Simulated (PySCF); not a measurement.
Computed structure and properties of [Gd(SH)2]+

System: [Gd(SH)2]+ (singlet in the valence; each metal's 4f electrons, 7 of them, lie in its core potential, out of spins and levels); start: template (C2). Method: PySCF 2.14.0, RKS PBE0, Gd lcecp-1-SVP with ECP53, S def2-SVP, H def2-SVP; non-relativistic Hamiltonian with scalar-relativistic core potentials where named; density fitting; no spin-orbit coupling.

Input of the relaxation:

```python
mol = gto.M(atom='''
Gd     0.00000    -0.00000    -0.31930
S      2.49080    -0.00000     0.79540
H      3.30500    -0.33650    -0.21590
S     -2.49080     0.00000     0.79540
H     -3.30500     0.33650    -0.21590''',
    basis={'Gd': 'lcecp-1-SVP', 'S': 'def2-SVP', 'H': 'def2-SVP'},
    ecp={'Gd': 'lcecp-1-SVP'},
    charge=1, spin=0)
mf = dft.RKS(mol, xc='PBE0')
mf.grids.atom_grid = (50, 194)  # f atoms: unpruned, at least (60, 302)
mf = mf.density_fit()  # fitting sets: Gd AutoAux, S def2-universal-JKFIT, H def2-universal-JKFIT
mf.conv_tol = 1e-08; mf.max_cycle = 55
mf.kernel(dm0)  # dm0: converged density of the start geometry
# quasi-Newton relaxation in Cartesian coordinates to a largest gradient under 0.00045 Eh/bohr, steps kept in the point group
```

Run from Python with OMP_NUM_THREADS=2; the lines above give its settings. Where DIIS fails, smearing, a level shift and second-order steps follow.
It took 21 s on 2 threads of Arm Neoverse V1, on a shared host, from the converged density of the start.

Course of the relaxation:

| step | energy above end (eV) | largest force component within the symmetry (eV/Å) |
| --- | --- | --- |
| 0 | 0.7195 | 1.869 |
| 1 | 0.4173 | 1.011 |
| 2 | 0.1855 | 0.678 |
| 3 | 0.0963 | 0.511 |
| 4 | 0.0185 | 0.339 |
| 5 | 0.0037 | 0.145 |
| 6 | 0.0005 | 0.080 |
| 7 | 0.0000 | 0.030 |
| 8 | 0.0000 | 0.021 |

Relaxed geometry (C2, nearly C2v):

```xyz
5

Gd    0.0000    0.0000   -0.7655
S     1.8888   -0.0843    0.8685
H     2.8659   -0.2291   -0.0659
S    -1.8888    0.0843    0.8685
H    -2.8659    0.2291   -0.0659
```

```csv
contact,Å
Gd1–S2 (SH),2.499
Gd1–S4 (SH),2.499
```

On the finer grid (75, 302):

```
HOMO                                                          : -12.12 eV
LUMO                                                          : -7.41 eV
Dipole about the centre of mass                               : 7.54 D
Set of Mulliken populations of Gd1 outside the core potential : s 2.31, p 6.18, d 1.38, f 0.03
D3(BJ) dispersion energy (not in the energies)                : -0.128 eV
```

| atom | Mulliken (e) | Löwdin (e) | spin (e) |
| --- | --- | --- | --- |
| Gd1 | 1.11 | 0.55 | 0.00 |
| S2 | -0.20 | 0.17 | 0.00 |
| H3 | 0.15 | 0.05 | 0.00 |
| S4 | -0.20 | 0.17 | 0.00 |
| H5 | 0.15 | 0.05 | 0.00 |

The 4f levels lie in the core potential and are missing. Their spin isn't counted.

On the grid (50, 194), as all that follows. Harmonic modes: a minimum; lowest 67 cm⁻¹ (negative: unstable), highest 2658 cm⁻¹, zero-point energy 0.445 eV.

Taking off one SH (charge -1, singlet; the rest: singlet) in vacuum, both parts rigid, costs 14.37 eV; the small basis without counterpoise inflates it. Most of it is the attraction of opposite charges; other ways to part are cheaper, and one spin state was tried for the rest.

Rigid scan of SH along the line from its metal:

(distance to S2 (Å), energy (eV)): (2.20, 0.834), (2.30, 0.325), (2.40, 0.071), (2.50, 0.000), (2.60, 0.056), (2.70, 0.201), (2.90, 0.649), (3.20, 1.470), (3.60, 2.524), (4.10, 3.548)

One start shape was tried, so this needn't be the lowest isomer.

An lcecp potential fixes the number of 4f electrons, so in runs with it no electron can move into or out of that shell.
